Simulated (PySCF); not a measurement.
# Dipole moment and polarisability of allyl(phenyl)phosphinic acid

Allyl(phenyl)phosphinic acid, C₉H₁₁O₂P.
Structure used (PBE0-D3(BJ)/def2-SVP), in Å, numbered top down from 1:
```
atom  x, y, z in Å
C1     1.7412    1.7780    1.7210
C2     2.0413    0.4801    1.6608
C3     2.2722   -0.2800    0.3962
P4     0.9428   -1.4933    0.1340
O5     0.7419   -2.4690    1.2421
O6     1.4299   -2.1190   -1.2941
C7    -0.5563   -0.5614   -0.2577
C8    -0.6916    0.1487   -1.4565
C9    -1.8548    0.8721   -1.7062
C10   -2.8844    0.8858   -0.7640
C11   -2.7539    0.1706    0.4258
C12   -1.5925   -0.5557    0.6807
H13    1.5582    2.2718    2.6783
H14    1.6664    2.3925    0.8179
H15    2.0877   -0.1106    2.5827
H16    3.2001   -0.8754    0.4408
H17    2.3290    0.3811   -0.4823
H18    0.9570   -2.9416   -1.4781
H19    0.1106    0.1230   -2.1990
H20   -1.9628    1.4251   -2.6423
H21   -3.7962    1.4546   -0.9622
H22   -3.5641    0.1765    1.1587
H23   -1.4725   -1.1333    1.6004
```

Level: CAM-B3LYP/def2-SVPD (PySCF), static field, nuclei fixed, core orbitals frozen in the response. The polarisability tensor in these axes (au):

```
x   140.73 -17.39   2.30
y   -17.39 126.15  -5.99
z     2.30  -5.99 124.76
```

Problem. What are the eigenvalues, a third of the trace, and Δα (Δα² = ½Σ(αi − αj)² over the three pairs)?

Solution. Principal values 113.30, 125.06 and 153.27 au; mean 130.55 au = 19.34 Å³ = 21.52 × 10⁻⁴⁰ C²·m²/J; Δα = 35.57 au (27 % of the mean).

Problem. What is the dipole moment, and where does it point?

Solution. (-1.10, 2.53, -2.26) D, 3.57 D in size, pointing from the negative to the positive side. Measured along this direction, the outermost atoms are O5 at the negative end and H20 at the positive end.

Problem. What depolarisation ratio follows for Rayleigh scattering of linearly polarised light, taking the static tensor?

Solution. ρ = 3Δα²/(45ᾱ² + 4Δα²) = 3796.3/(766891 + 5061.8) = 0.00492.

Problem. Molar refractivity from α?

Solution. Lorentz–Lorenz: R = (4π/3)N_A α = 2.5225 cm³/(mol·Å³) × 19.34 Å³ = 48.8 cm³/mol, in the limit of long wavelengths.

Problem. How large is μ²/3kT at 500 K beside α?

Solution. In Gaussian units μ²/3kT = 61.46 Å³ against 19.34 Å³, a ratio of 3.18; the Debye molar polarisation (4π/3)N_A(α + μ²/3kT) is 203.8 cm³/mol, leaving out the vibrational part.

Isolated species at its PBE0-D3(BJ)/def2-SVP geometry (one conformer only).
